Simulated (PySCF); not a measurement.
# Orbital energies and ionisation energy

CdMe(OMe), C₂H₆CdO (singlet state).
Cartesian coordinates in Å at the PBE0-D3(BJ)/def2-SVP level; atoms count from 1:
```xyz
10
C2H6CdO angstrom
Cd     0.3151   -0.2510    0.5139
C     -0.0561   -0.6191    2.5352
H     -1.1184   -0.8599    2.6862
H      0.1934    0.2673    3.1359
H      0.5495   -1.4678    2.8851
O      0.8079    0.0458   -1.3750
C      0.0012    0.5961   -2.3572
H     -0.9372    0.0297   -2.5443
H      0.5459    0.6116   -3.3218
H     -0.3014    1.6472   -2.1580
```

Level: B3LYP/def2-SVPD (PySCF). Frontier orbitals with their largest atomic shares (Löwdin; up to four atoms above 4 %):

```tsv
orbital	ε (eV)	main atoms
HOMO−3	-10.65	O6 27 %, C2 20 %, C7 16 %, Cd1 12 %
HOMO−2	-8.22	C2 42 %, Cd1 28 %, O6 8 %, H3 7 %
HOMO−1	-6.89	O6 58 %, C7 15 %, H9 8 %, C2 6 %
HOMO	-6.60	?
LUMO	-0.89	Cd1 51 %, C2 18 %, O6 13 %, C7 4 %
LUMO+1	-0.41	Cd1 72 %, O6 10 %, C2 9 %
LUMO+2	-0.34	Cd1 75 %, O6 10 %, C2 8 %
```

**Question.** What vertical ionisation energy does ΔSCF give, and how far is −ε(HOMO) from it?

**Answer.** ΔSCF: 9.02 eV (870 kJ/mol; threshold wavelength 137 nm); ⟨S²⟩ of the doublet left behind is 0.755, against 0.75 for a pure doublet. −ε(HOMO) is 6.60 eV, 2.42 eV below it. In exact Kohn–Sham theory the two would be equal; B3LYP (global hybrid, 20 % exact exchange) falls short of its own ΔSCF value by 27 %.

**Question.** On which atoms does the HOMO lie?

**Answer.** O6 (oxygen bonded to C and Cd) 67 %, C7 (carbon bonded to O and 3 H) 15 %, H10 (hydrogen on carbon) 7 %, H8 (hydrogen on carbon) 6 %, so more than half of it is on one atom. The HOMO−1 lies 0.29 eV lower.

**Question.** What total energies stand behind the ΔSCF value?

**Answer.** E(N) = -322.70858 Eh and E(N − 1) = -322.37703 Eh at the same geometry, 0.33155 Eh apart.

**Question.** Shift the occupied levels rigidly so that −ε(HOMO) equals the ΔSCF value. What binding energies result?

**Answer.** The shift is +2.42 eV: HOMO 9.02, HOMO−1 9.31, HOMO−2 10.64, HOMO−3 13.07 eV. A rigid shift is only a rough guide to the deeper ionisations.

**Question.** How many of the 10 lowest singlet excitations (vertical TDDFT, same level) lie below the ionisation energy?

**Answer.** All 10; they run from 4.60 to 7.08 eV.

Isolated species at its PBE0-D3(BJ)/def2-SVP geometry, gas phase. Atoms past krypton carry effective core potentials; spin–orbit coupling is left out.

The run behind these numbers computed excited states and ΔSCF ions as well. The run took 55 s on an Arm Neoverse V2 with one thread, on a shared host.
